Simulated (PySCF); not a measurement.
GeSe, SMILES [Ge]=[Se] (connectivity only; charge and spin as stated), neutral, multiplicity 1. Atoms are numbered in the order given.

```xyz
2

Ge     0.0000     0.0000    -1.1026
Se     0.0000     0.0000     1.0377
```
Charge 0, spin multiplicity 1.

Coordinates come from a PBE0-D3(BJ)/def2-TZVP optimisation.

Calculation: CAM-B3LYP/def2-TZVPD run with PySCF.

Isolated molecule, no solvent.

total energy: -4478.83723 hartree
point group: C∞v
highest occupied level: -8.76 eV
lowest empty level: -1.52 eV
orbital gap: 7.24 eV
dipole moment: 2.07 D
quadrupole, principal values (traceless, Buckingham form, about the centre of nuclear charge): -0.10, -0.10, 0.20 D·Å
mean static polarisability: 60.8 bohr³ (9.02 Å³)
polarisability, principal values: 48.5, 48.5, 85.6 bohr³
